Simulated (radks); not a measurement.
Isoelectronic series with 20 electrons, each ion in its NIST ground configuration. Method: non-relativistic Kohn-Sham, LDA (Slater exchange, Perdew-Wang correlation), spin-unpolarised, spherical densities, point nucleus; computed with a radial shooting solver on a logarithmic mesh with Libxc functionals. Total energies (hartree) and screening constants sigma, defined by e = -(Z - sigma)^2 / (2 n^2) hartree (* marks an orbital that is empty in some or all of the ions):

| ion | configuration | E (hartree) | 4s* | 3d | 3p | 3s |
|---|---|---|---|---|---|---|
| Ce38+ | [Ar] 3d2 | -7431.9529 | 15.759 | 16.231 | 14.711 | 13.819 |
| Pr39+ | [Ar] 3d2 | -7709.4883 | 15.749 | 16.221 | 14.704 | 13.811 |
| Nd40+ | [Ar] 3d2 | -7992.1354 | 15.740 | 16.211 | 14.696 | 13.804 |
| Pm41+ | [Ar] 3d2 | -8279.8942 | 15.731 | 16.202 | 14.689 | 13.797 |
| Sm42+ | [Ar] 3d2 | -8572.7646 | 15.723 | 16.193 | 14.682 | 13.791 |
| Eu43+ | [Ar] 3d2 | -8870.7465 | 15.715 | 16.184 | 14.676 | 13.784 |
| Gd44+ | [Ar] 3d2 | -9173.8401 | 15.707 | 16.176 | 14.669 | 13.778 |
| Tb45+ | [Ar] 3d2 | -9482.0451 | 15.699 | 16.168 | 14.663 | 13.772 |
| Dy46+ | [Ar] 3d2 | -9795.3617 | 15.692 | 16.160 | 14.657 | 13.767 |
| Ho47+ | [Ar] 3d2 | -10113.7897 | 15.685 | 16.153 | 14.651 | 13.761 |
| Er48+ | [Ar] 3d2 | -10437.3292 | 15.678 | 16.145 | 14.646 | 13.756 |
| Tm49+ | [Ar] 3d2 | -10765.9802 | 15.672 | 16.138 | 14.641 | 13.751 |
| Yb50+ | [Ar] 3d2 | -11099.7426 | 15.665 | 16.132 | 14.635 | 13.746 |
| Lu51+ | [Ar] 3d2 | -11438.6163 | 15.659 | 16.125 | 14.631 | 13.741 |
| Hf52+ | [Ar] 3d2 | -11782.6015 | 15.654 | 16.119 | 14.626 | 13.736 |
| Ta53+ | [Ar] 3d2 | -12131.6980 | 15.648 | 16.113 | 14.621 | 13.732 |
| W54+ | [Ar] 3d2 | -12485.9059 | 15.642 | 16.107 | 14.617 | 13.728 |
| Re55+ | [Ar] 3d2 | -12845.2252 | 15.637 | 16.102 | 14.612 | 13.723 |
| Os56+ | [Ar] 3d2 | -13209.6558 | 15.632 | 16.096 | 14.608 | 13.719 |
| Ir57+ | [Ar] 3d2 | -13579.1977 | 15.627 | 16.091 | 14.604 | 13.715 |
| Pt58+ | [Ar] 3d2 | -13953.8509 | 15.622 | 16.086 | 14.600 | 13.711 |
| Au59+ | [Ar] 3d2 | -14333.6154 | 15.617 | 16.081 | 14.596 | 13.708 |
